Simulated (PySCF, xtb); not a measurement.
C₂H₉NOSi₂, SMILES CN1[SiH2][Si@H](O)C1.

GFN2-xTB run with xtb at its own geometry gives an orbital gap of 3.74 eV and a dipole moment of 1.26 D.

Geometry optimised at ωB97X-D3(BJ)/def2-SVP. The structure was generated by enumeration; whether it is a known compound was not checked. The values are those of a single conformer.

Task: What does PySCF with PBE/def2-TZVP give? (Estimate from the structure and the level; the computed values follow.)

Result: gap 4.04 eV (levels -5.05 and -1.01 eV), dipole 1.55 D.
